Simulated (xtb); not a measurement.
H8LiO4 (SMILES [OH2]->[Li+](<-[OH2])(<-[OH2])<-[OH2]), charge +1, singlet, geometry from GFN2-xTB (such geometries of metal compounds can be far from the true shape); xtb with GFN2-xTB with ALPB(ch2cl2).

Here is a job for xtb.
```
$ xtb mol.xyz --gfn 2 --chrg 1 --alpb ch2cl2 --json

# file mol.xyz
13

Li    -0.00000000    -0.00000000     0.00000000
O      1.56474128    -0.33763891    -0.97885944
H      1.81743891     0.06481306    -1.81266588
H      2.29587622    -0.91209539    -0.74108161
O      0.45257509     0.32010193     1.79256566
H      1.15256609     0.88211730     2.13204786
H      0.05001919    -0.08104729     2.56592516
O     -0.87446830     1.50184443    -0.70735395
H     -1.37706481     1.56104858    -1.52282219
H     -0.94335988     2.36896344    -0.30187222
O     -1.14284807    -1.48430744    -0.10635227
H     -2.07137750    -1.53107049     0.13185595
H     -0.92409821    -2.35272921    -0.45138705
```

What the program printed (banner, timings and long lists left out):

```
   ID    Z sym.   atoms
    1    3 Li     1
    2    8 O      2, 5, 8, 11
    3    1 H      3, 4, 6, 7, 9, 10, 12, 13

           -------------------------------------------------
          |                Calculation Setup                |
           -------------------------------------------------

           -------------------------------------------------
          |                 G F N 2 - x T B                 |
           -------------------------------------------------

      * Solvation model:               ALPB
        Solvent                        ch2cl2
        Parameter file                 internal GFN2-xTB/ALPB
        Dielectric constant                8.9300E+00
        Reference state                gsolv [1 M gas/solution]
        Free energy shift                  4.1487E-03 Eh       2.6033E+00 kcal/mol
        Temperature                        2.9815E+02 K
        Density                            1.3300E+00 kg/L
        Solvent mass                       8.4930E+01 g/mol
        Interaction kernel             P16
        Born radius scaling (c1)           1.5691E+00
        Born radii integrator          GBOBC
        Born offset                        0.0000E+00 a0       0.0000E+00 AA
        H-bond correction              false
        Ion screening                  false
        Surface tension                    1.0000E-05 Eh       1.5569E+01 dyn/cm
        Grid points                               230 per atom

          ...................................................
          :                      SETUP                      :
          :.................................................:
          :  # basis functions                  28          :
          :  # atomic orbitals                  28          :
          :  # shells                           18          :
          :  # electrons                        32          :
          :  max. iterations                   250          :
          :  Hamiltonian                  GFN2-xTB          :
          :  restarted?                      false          :
          :  GBSA solvation                   true          :
          :  PC potential                    false          :
          :  electronic temp.          300.0000000     K    :
          :  accuracy                    1.0000000          :
          :  -> integral cutoff          0.2500000E+02      :
          :  -> integral neglect         0.1000000E-07      :
          :  -> SCF convergence          0.1000000E-05 Eh   :
          :  -> wf. convergence          0.1000000E-03 e    :
          :  Broyden damping             0.4000000          :
          :  net charge                          1          :
          :  unpaired electrons                  0          :
          ...................................................

 iter      E             dE          RMSdq      gap      omega  full diag
   1    -20.5303141 -0.205303E+02  0.429E+00    9.63       0.0  T
   2    -20.5370179 -0.670380E-02  0.244E+00    9.55       1.0  T
   3    -20.5381968 -0.117888E-02  0.387E-01    9.44       1.0  T
   4    -20.5384486 -0.251760E-03  0.913E-02    9.53       1.0  T
   5    -20.5384739 -0.253919E-04  0.105E-02    9.50       2.6  T
   6    -20.5384740 -0.653670E-07  0.249E-03    9.50      11.2  T
   7    -20.5384740 -0.157327E-07  0.828E-04    9.50      33.5  T
   8    -20.5384740 -0.162047E-08  0.803E-06    9.50    3455.6  T

   *** convergence criteria satisfied after 8 iterations ***

         :::::::::::::::::::::::::::::::::::::::::::::::::::::
         ::                     SUMMARY                     ::
         :::::::::::::::::::::::::::::::::::::::::::::::::::::
         :: total energy             -20.391735909941 Eh    ::
         :: total w/o Gsasa/hb       -20.382243929910 Eh    ::
         :: gradient norm              0.002180923779 Eh/a0 ::
         :: HOMO-LUMO gap              9.499078236585 eV    ::
         ::.................................................::
         :: SCC energy               -20.538445709536 Eh    ::
         :: -> isotropic ES            0.173769480963 Eh    ::
         :: -> anisotropic ES         -0.002419652091 Eh    ::
         :: -> anisotropic XC         -0.001453805507 Eh    ::
         :: -> dispersion             -0.003661126794 Eh    ::
         :: -> Gsolv                  -0.072214903029 Eh    ::
         ::    -> Gelec               -0.062722922998 Eh    ::
         ::    -> Gsasa               -0.013640677392 Eh    ::
         ::    -> Ghb                  0.000000000000 Eh    ::
         ::    -> Gshift               0.004148697361 Eh    ::
         :: repulsion energy           0.146709799595 Eh    ::
         :: add. restraining           0.000000000000 Eh    ::
         :: total charge               1.000000000000 e     ::
         :::::::::::::::::::::::::::::::::::::::::::::::::::::

           -------------------------------------------------
          |                Property Printout                |
           -------------------------------------------------

    * Orbital Energies and Occupations

         #    Occupation            Energy/Eh            Energy/eV
      -------------------------------------------------------------
         1        2.0000           -0.7071560             -19.2427
       ...           ...                  ...                  ...
         4        2.0000           -0.7070059             -19.2386
         5        2.0000           -0.5888939             -16.0246
         6        2.0000           -0.5873397             -15.9823
         7        2.0000           -0.5873397             -15.9823
         8        2.0000           -0.5862523             -15.9527
         9        2.0000           -0.5613850             -15.2761
        10        2.0000           -0.5432416             -14.7824
        11        2.0000           -0.5432416             -14.7824
        12        2.0000           -0.5431508             -14.7799
        13        2.0000           -0.4865888             -13.2408
        14        2.0000           -0.4835035             -13.1568
        15        2.0000           -0.4835035             -13.1568
        16        2.0000           -0.4817213             -13.1083 (HOMO)
        17                         -0.1326366              -3.6092 (LUMO)
        18                         -0.0008608              -0.0234
        19                         -0.0008608              -0.0234
        20                         -0.0001903              -0.0052
        21                          0.2298648               6.2549
        22                          0.2309935               6.2857
        23                          0.2309935               6.2857
        24                          0.2358674               6.4183
        25                          0.3423735               9.3165
        26                          0.4892022              13.3119
        27                          0.4892022              13.3119
        28                          0.4936826              13.4338
      -------------------------------------------------------------
                  HL-Gap            0.3490847 Eh            9.4991 eV
             Fermi-level           -0.3071790 Eh           -8.3588 eV

     #   Z          covCN         q      C6AA      α(0)
     1   3 Li       2.644     0.616    25.346    14.959
     2   8 O        2.268    -0.561    24.187     6.642
     3   1 H        0.807     0.329     0.640     1.257
     4   1 H        0.807     0.328     0.641     1.257
     5   8 O        2.268    -0.561    24.187     6.642
     6   1 H        0.807     0.328     0.641     1.257
     7   1 H        0.807     0.329     0.640     1.257
     8   8 O        2.268    -0.561    24.187     6.642
     9   1 H        0.807     0.328     0.641     1.257
    10   1 H        0.807     0.329     0.640     1.257
    11   8 O        2.268    -0.561    24.187     6.642
    12   1 H        0.807     0.328     0.641     1.257
    13   1 H        0.807     0.329     0.640     1.257

 Mol. C6AA /au·bohr⁶  :        882.024028
 Mol. C8AA /au·bohr⁸  :      20736.340656
 Mol. α(0) /au        :         51.585123

Wiberg/Mayer (AO) data.
largest (>0.10) Wiberg bond orders for each atom

 ---------------------------------------------------------------------------
     #   Z sym  total        # sym  WBO       # sym  WBO       # sym  WBO
 ---------------------------------------------------------------------------
     1   3 Li   0.729 --    11 O    0.182     5 O    0.182     2 O    0.182
                             8 O    0.182
     2   8 O    1.971 --     4 H    0.891     3 H    0.891     1 Li   0.182
     3   1 H    0.892 --     2 O    0.891
     4   1 H    0.892 --     2 O    0.891
     5   8 O    1.971 --     6 H    0.891     7 H    0.891     1 Li   0.182
     6   1 H    0.892 --     5 O    0.891
     7   1 H    0.892 --     5 O    0.891
     8   8 O    1.971 --     9 H    0.891    10 H    0.891     1 Li   0.182
     9   1 H    0.892 --     8 O    0.891
    10   1 H    0.892 --     8 O    0.891
    11   8 O    1.971 --    12 H    0.891    13 H    0.891     1 Li   0.182
    12   1 H    0.892 --    11 O    0.891
    13   1 H    0.892 --    11 O    0.891
 ---------------------------------------------------------------------------

Topologies differ in total number of bonds
Writing topology from bond orders to xtbtopo.mol

molecular dipole:
                 x           y           z       tot (Debye)
 q only:        0.000      -0.000       0.000
   full:        0.000      -0.000       0.000       0.000
molecular quadrupole (traceless):
                xx          xy          yy          xz          yz          zz
 q only:        0.215      -0.003      -0.136       0.142      -0.001      -0.079
  q+dip:        0.285      -0.004      -0.180       0.188      -0.002      -0.105
   full:        0.277      -0.004      -0.175       0.182      -0.002      -0.102

           -------------------------------------------------
          | TOTAL ENERGY              -20.391735909941 Eh   |
          | GRADIENT NORM               0.002180923779 Eh/α |
          | HOMO-LUMO GAP               9.499078236585 eV   |
           -------------------------------------------------

normal termination of xtb
```
